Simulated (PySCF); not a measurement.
W(NH)2(OH)2 (singlet state).
Bonds: W1–N2, W1–N4, W1–O6, W1–O8. Hydrogens: H3 on N2; H5 on N4; H7 on O6; H9 on O8.

Computed by this run: PySCF, PBE0-D3(BJ)/def2-SVP geometry optimisation, gas phase, def2 core potentials past Kr; density fitting, grid level 1; the optimiser is geomeTRIC in internal coordinates, started from a GFN2-xTB structure with every atom displaced at random (about 0.03 Å).

Step 1: E = -8954.2895 eV
```
atom  x, y, z in Å  |  force x, y, z in eV/Å
W1     -0.0322   -0.0090   -0.0619   -2.743  -1.264   0.331
N2     -0.0013    0.1023    1.6576   -0.027   0.040   1.813
H3      0.2648    0.1753    2.6308    0.168   0.061  -0.036
N4      1.5255    0.1891   -0.6902    3.190   0.330  -1.442
H5      2.5123    0.2876   -0.8545    0.326   0.096   0.077
O6     -1.1502    1.2941   -0.7191   -0.900   0.849  -0.661
H7     -1.4554    2.1874   -0.8491    0.094   0.205   0.075
O8     -0.7240   -1.6711   -0.5669   -0.291  -0.458  -0.298
H9     -0.8067   -2.6253   -0.5724    0.183   0.142   0.141
```

Step 2: E = -8954.4379 eV
```
atom  x, y, z in Å  |  force x, y, z in eV/Å
W1     -0.0857   -0.0107   -0.0743    2.030  -0.419   0.364
N2     -0.0173    0.0874    1.6816   -0.318  -0.039  -0.540
H3      0.3049    0.1647    2.6411    0.091   0.026  -0.166
N4      1.5664    0.1872   -0.7123   -1.174  -0.156   0.186
H5      2.5767    0.2954   -0.8330   -0.498  -0.022   0.236
O6     -1.2026    1.3269   -0.7476   -0.359   0.200  -0.240
H7     -1.4660    2.2421   -0.8557    0.183  -0.054   0.125
O8     -0.7535   -1.7044   -0.5758   -0.135   0.527  -0.128
H9     -0.7901   -2.6580   -0.5497    0.181  -0.064   0.163
```

Step 3: E = -8954.4990 eV
```
atom  x, y, z in Å  |  force x, y, z in eV/Å
W1     -0.0816   -0.0289   -0.0775    0.032   0.686   0.003
N2     -0.0249    0.0776    1.6694   -0.145  -0.075  -0.117
H3      0.3188    0.1683    2.6176    0.098   0.028  -0.035
N4      1.5375    0.1754   -0.7157   -0.081  -0.086  -0.083
H5      2.5418    0.2974   -0.8070   -0.154   0.004   0.124
O6     -1.2099    1.3417   -0.7582    0.129  -0.561   0.037
H7     -1.4410    2.2664   -0.8432    0.196   0.025   0.139
O8     -0.7508   -1.7068   -0.5817   -0.226   0.034  -0.204
H9     -0.7571   -2.6606   -0.5294    0.151  -0.054   0.137
```

**Question.** Estimate the geometry and energy of step 4. (The exact step hangs on the optimiser's Hessian estimate; all steps are aligned on step 3, rigid shifts and turns removed.)

**Answer.** E = -8954.5398 eV, largest force 0.476 eV/Å
```
atom  x, y, z in Å  |  force x, y, z in eV/Å
W1     -0.1035   -0.0314   -0.0937   -0.235   0.151   0.148
N2     -0.0468    0.0740    1.6475   -0.038  -0.011   0.223
H3      0.3403    0.1781    2.5763    0.065   0.019   0.052
N4      1.5036    0.1713   -0.7271    0.390   0.013  -0.206
H5      2.5035    0.3058   -0.7675    0.141   0.028   0.024
O6     -1.2110    1.3304   -0.7644   -0.263  -0.045  -0.196
H7     -1.3780    2.2704   -0.8033    0.120   0.116   0.094
O8     -0.7648   -1.7092   -0.5978   -0.305  -0.265  -0.252
H9     -0.7107   -2.6589   -0.4957    0.124  -0.004   0.114
```

The energy changes by -0.0408 eV. The first-order estimate −F·Δx gives -0.0642 eV and the mean of the old and new forces, exact on a quadratic surface, -0.0397 eV. The step makes an angle of 63° with the force vector and moves no atom by more than 0.075 Å.

The cost below is that of the whole optimisation. Time: 72 s of wall time; peak memory 0.42 GiB. Hardware: one thread, Arm Neoverse V1 (aarch64), shared host with 32 logical CPUs at a one-minute load of 19.
